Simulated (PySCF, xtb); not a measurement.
C2H4ClNOSi, SMILES O(C#N)[Si@H](Cl)C.

xtb with GFN2-xTB at its own geometry gives an orbital gap of 6.11 eV and a dipole moment of 3.95 D.

Geometry optimised at PBE0-D3(BJ)/def2-SVP. The structure was generated by enumeration; whether it is a known compound was not checked. Other conformers were not sampled.

What does CAM-B3LYP/def2-TZVP (PySCF) give? (The exact figures need the calculation; the answer reports its results.)

gap 11.05 eV (levels -10.18 and 0.87 eV), dipole 4.87 D.
